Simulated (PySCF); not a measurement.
`C1CC(=C)C(F)(F)C1`, C$_{6}$H$_{8}$F$_{2}$

Cartesian coordinates in Å; atom numbers follow the order of the lines, from 1:
```xyz
16

C     2.110   -0.743   -0.253
C     0.855   -0.342   -0.160
C    -0.397   -1.150   -0.357
C    -1.490   -0.329    0.335
C    -1.067    1.121    0.096
C     0.455    1.074    0.196
F     1.054    2.000   -0.610
F     0.880    1.402    1.456
H     2.929   -0.064   -0.090
H     2.359   -1.761   -0.499
H    -0.301   -2.155    0.049
H    -0.606   -1.233   -1.427
H    -2.483   -0.538   -0.057
H    -1.488   -0.538    1.406
H    -1.488    1.820    0.816
H    -1.328    1.445   -0.913
```

Level of theory: GIAO HF/pcSseg-1 magnetisability, rotational g tensor and spin-rotation constants, non-relativistic, gas phase in PySCF 2.14.0. Geometry: GFN2-xTB.

(1) How diamagnetic is it, and how anisotropic?

(2) Split it along the inertial axes a, b, c into diamagnetic and paramagnetic parts about the centre of mass, with the quadrupole moment.

(3) And the rotational g tensor?

Results:

(1) Isotropic -1187 × 10⁻³⁰ J/T², or -71.5 × 10⁻⁶ cm³/mol; principal values -1293, -1166, -1102 × 10⁻³⁰ J/T², anisotropy 169 × 10⁻³⁰ J/T² (root of half the summed squared differences of the principal values). The susceptibility is in cgs units.

(2) 
```tsv
axis	χ (10⁻⁶ cm³/mol)	diamagnetic (10⁻⁶ cm³/mol)	paramagnetic (10⁻⁶ cm³/mol)	summed x² of all electrons (Å²)	quadrupole Θ (D Å)
a	-69.0	-553.1	484.1	107.4	-1.89
b	-67.8	-613.9	546.1	93.1	+6.53
c	-77.7	-850.7	773.0	37.3	-4.64
```
Anisotropies 2χaa − χbb − χcc = +7.5 and 2χbb − χaa − χcc = +11.1 × 10⁻⁶ cm³/mol. Θ is traceless in Buckingham's convention.

(3) 
```
axis  rotational constant (GHz)        g  nuclear part  electronic part
   a                     2.6348  -0.0166        0.5827          -0.5993
   b                     2.2332  -0.0205        0.5524          -0.5729
   c                     1.5936  -0.0023        0.5764          -0.5787
```
Asymmetric top; isotopes 12C, 19F, 1H; no vibrational averaging.
